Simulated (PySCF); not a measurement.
**GaO(OH) + HBr → GaOBr + H₂O**

Level: PBE0 in the def2-TZVP basis family, all electrons, no relativity, computed in PySCF with density fitting; open shells unrestricted.

| species | state and structure | E (Eh) | ZPE (kJ/mol) | H(298 K) − H(0) (kJ/mol) | S° (J/(mol K)) |
| --- | --- | --- | --- | --- | --- |
| GaO(OH) | singlet, Cs, Ga–O 1.643 Å, Ga–O 1.747 Å, O–H 0.961 Å; Ga–O–H 115.2°, O–Ga–O 176.5° | -2075.54959 | 40.5 | 13.6 | 273.0 |
| HBr | singlet, C∞v, H–Br 1.421 Å | -2574.45811 | 16.0 | 8.7 | 198.5 |
| GaOBr | singlet, C∞v, Ga–Br 2.223 Å, Ga–O 1.645 Å; Br–Ga–O 180.0° | -4573.65962 | 9.3 | 13.3 | 278.0 |
| H₂O | singlet, C2v, O–H 0.960 Å (×2); H–O–H 105.1° | -76.37736 | 56.5 | 9.9 | 188.7 |

(1) What is the electronic reaction energy?

(2) Add zero-point, thermal and entropy terms for 298.15 K and 1 bar.

Results:

(1) At PBE0/def2-TZVP, ΔE = -76.9 kJ/mol from the differences of the total energies times 2625.5, downhill. 

(2) ΔZPE = 9.3 and Δ[H(298) − H(0)] = 0.9 kJ/mol give ΔH° = -66.7 kJ/mol. ΔS° = -4.8 J/(mol K), so ΔG° = -66.7 − 298.15 × (-0.0048) = -65 kJ/mol and log₁₀K = 11.4.

The structures come from searches over a few start shapes, so lower isomers are not excluded.
